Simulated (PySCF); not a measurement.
NbO₂Cl, SMILES [O]=[Nb]([Cl])=[O], multiplicity 1.

Coordinates come from a PBE-D3(BJ)/def2-SVP optimisation. The multiplicity is an assumed one; other spin states were not compared. The def2 effective core potentials stand for the cores of Nb; spin–orbit coupling is left out.

These are PySCF with ωB97X/def2-TZVPD values and carry that method's errors.

Isolated molecule, no solvent.

Computed frontier levels, gap, dipole moment and polarisability:
- highest occupied level = -11.19 eV
- lowest empty level = -1.88 eV
- orbital gap = 9.31 eV
- dipole moment = 5.05 D
- quadrupole, principal values (traceless, Buckingham form, about the centre of nuclear charge) = -7.92, -6.44, 14.36 D·Å
- mean static polarisability = 55.1 bohr³ (8.17 Å³)
- polarisability, principal values = 39.6, 59.0, 66.8 bohr³
